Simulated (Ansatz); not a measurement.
**Reading a saddle point**

A first-order saddle point of BSiH5Cl2O, closed shell, PBE0-D4/def2-TZVP, with one imaginary mode of 1365i cm⁻¹:

```xyz
10
angstrom
B -0.6658 0.6298 -0.1722
O 0.3929 1.7425 -0.3435
Cl -1.6138 0.3814 -1.6662
Cl -1.5714 0.8350 1.3753
H 0.7637 0.5930 -0.1081
Si 0.4633 -1.2697 0.0672
H 0.4145 2.2742 0.4642
H 1.3519 -1.3718 1.2585
H -0.7370 -2.1109 0.2721
H 1.2016 -1.7035 -1.1471
```

Program: Ansatz 0.2.0. Basis: def2-TZVPP and def2-QZVPP. Cores are frozen in the correlated methods. Extrapolation: Hartree–Fock as exp(−7.88 √X), correlation as X^−2.97.

(1) Which contacts change along the imaginary mode, and what lies on either side? (A judgement: the text doesn't fix the answer.)

(2) Which side is lower, and how far does the saddle lie above each? (To be estimated.)

No T1 diagnostic of these runs exceeds 0.012.

Results:

(1) Computed: The step is BHCl₂O ([OH][B]([Cl])[Cl]) + SiH₄ → BSiH₃Cl₂ ([SiH3][B]([Cl])[Cl]) + H₂O (still joined by a long B–O bond), with the molecules in contact on both sides. Shortening one way: B1–Si6, O2–H5; lengthening the same way: B1–O2, H5–Si6.
```
  pair  one side (Å)  saddle (Å)  other side (Å)
B1–Si6          3.88        2.22            2.02
 O2–H5          3.22        1.23            0.97
 B1–O2          1.34        1.55            1.67
H5–Si6          1.49        1.89            3.62
```

(2) The calculation gives: The side with B1–O2, H5–Si6 short is lower by 110.5 kJ/mol; the saddle lies 239.1 kJ/mol above it and 128.6 kJ/mol above the other (CCSD(T) at an estimated basis limit (MP2 extrapolated from triple and quadruple zeta, plus CCSD(T) − MP2 in triple zeta); electronic energies).

Labels in which every atom is bracketed show which atoms are joined, not bond orders.

For scale, one of the runs: CCSD(T)/def2-TZVPP, 258 basis functions, launched by `ansatz run in.yaml --threads 8 --pin off --events-out ev --progress --plain --max-ram 19148MiB`. Hardware: 8 CPU threads of an AMD EPYC 9R45, shared host. Wall time 26 s; peak host memory 5.6 GiB.
